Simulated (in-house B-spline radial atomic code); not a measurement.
Successive ionisation energies of manganese; each step leads to the configuration of the next row (after the last: [He] 2s2 2p6). Dirac energy differences include first-order Breit, QED and recoil terms. NIST's values go from ground level to ground level; the uncertainty of those that are theory runs from under 0.1 % in few-electron ions to several per cent in heavy many-electron ones. Computed with a radial B-spline atomic code at the basis-set limit: Dirac-Hartree-Fock, average of the configuration, finite nuclei.

```json
{"ion": "Mn", "configuration": "[Ar] 3d5 4s2", "ionisation energy (eV)": "6.6", "tabulated value (eV)": "7.434038", "computed minus tabulated (eV)": "-0.8", "highest orbital": "4s1/2", "largest mean radius (bohr)": "3.3153"}
{"ion": "Mn+", "configuration": "[Ar] 3d5 4s1", "ionisation energy (eV)": "?", "tabulated value (eV)": "?", "computed minus tabulated (eV)": "?", "highest orbital": "?", "largest mean radius (bohr)": "?"}
{"ion": "Mn2+", "configuration": "[Ar] 3d5", "ionisation energy (eV)": "30.3", "tabulated value (eV)": "33.668", "computed minus tabulated (eV)": "-3.4", "highest orbital": "3d5/2", "largest mean radius (bohr)": "1.1285"}
{"ion": "Mn3+", "configuration": "[Ar] 3d4", "ionisation energy (eV)": "48.9", "tabulated value (eV)": "51.21", "computed minus tabulated (eV)": "-2.3", "highest orbital": "3d5/2", "largest mean radius (bohr)": "1.0342"}
{"ion": "Mn4+", "configuration": "[Ar] 3d3", "ionisation energy (eV)": "69.9", "tabulated value (eV)": "72.41", "computed minus tabulated (eV)": "-2.5", "highest orbital": "3d5/2", "largest mean radius (bohr)": "0.96275"}
{"ion": "Mn5+", "configuration": "[Ar] 3d2", "ionisation energy (eV)": "93.0", "tabulated value (eV)": "95.604", "computed minus tabulated (eV)": "-2.6", "highest orbital": "3d5/2", "largest mean radius (bohr)": "0.90528"}
{"ion": "Mn6+", "configuration": "[Ar] 3d1", "ionisation energy (eV)": "118.1", "tabulated value (eV)": "119.203", "computed minus tabulated (eV)": "-1.1", "highest orbital": "3d5/2", "largest mean radius (bohr)": "0.85728"}
{"ion": "Mn7+", "configuration": "[Ne] 3s2 3p6", "ionisation energy (eV)": "194.7", "tabulated value (eV)": "195.5", "computed minus tabulated (eV)": "-0.8", "highest orbital": "3p3/2", "largest mean radius (bohr)": "0.81727"}
{"ion": "Mn8+", "configuration": "[Ne] 3s2 3p5", "ionisation energy (eV)": "222.1", "tabulated value (eV)": "221.89", "computed minus tabulated (eV)": "0.2", "highest orbital": "3p3/2", "largest mean radius (bohr)": "0.79823"}
{"ion": "Mn9+", "configuration": "[Ne] 3s2 3p4", "ionisation energy (eV)": "?", "tabulated value (eV)": "?", "computed minus tabulated (eV)": "?", "highest orbital": "?", "largest mean radius (bohr)": "?"}
{"ion": "Mn10+", "configuration": "[Ne] 3s2 3p3", "ionisation energy (eV)": "?", "tabulated value (eV)": "?", "computed minus tabulated (eV)": "?", "highest orbital": "?", "largest mean radius (bohr)": "?"}
{"ion": "Mn11+", "configuration": "[Ne] 3s2 3p2", "ionisation energy (eV)": "309.9", "tabulated value (eV)": "314.4", "computed minus tabulated (eV)": "-4.5", "highest orbital": "3p3/2", "largest mean radius (bohr)": "0.74845"}
{"ion": "Mn12+", "configuration": "[Ne] 3s2 3p1", "ionisation energy (eV)": "341.1", "tabulated value (eV)": "343.6", "computed minus tabulated (eV)": "-2.5", "highest orbital": "3p3/2", "largest mean radius (bohr)": "0.73439"}
{"ion": "Mn13+", "configuration": "[Ne] 3s2", "ionisation energy (eV)": "400.6", "tabulated value (eV)": "402.95", "computed minus tabulated (eV)": "-2.3", "highest orbital": "3s1/2", "largest mean radius (bohr)": "0.72378"}
{"ion": "Mn14+", "configuration": "[Ne] 3s1", "ionisation energy (eV)": "434.5", "tabulated value (eV)": "435.172", "computed minus tabulated (eV)": "-0.6", "highest orbital": "3s1/2", "largest mean radius (bohr)": "0.7121"}
```

Fill in the row of Mn+.

ionisation energy (eV): 14.4; tabulated value (eV): 15.63999; computed minus tabulated (eV): -1.2; highest orbital: 4s1/2; largest mean radius (bohr): 2.9465.

Fill in the row of Mn9+.

ionisation energy (eV): 250.4; tabulated value (eV): 248.6; computed minus tabulated (eV): 1.8; highest orbital: 3p3/2; largest mean radius (bohr): 0.7807.

Fill in the row of Mn10+.

ionisation energy (eV): 279.7; tabulated value (eV): 286.1; computed minus tabulated (eV): -6.4; highest orbital: 3p3/2; largest mean radius (bohr): 0.76415.

Where is the largest jump?

From Mn to Mn+, by a factor of 2.17 (6.6358 to 14.391 eV); the highest orbital goes from 4s1/2 to 4s1/2.

Where a p, d or f electron is removed, the computed value is a mean over both j, so it misses the tabulated one by a part of the spin-orbit splitting; averaging over terms and missing correlation add to the gap, relatively most at low charge.
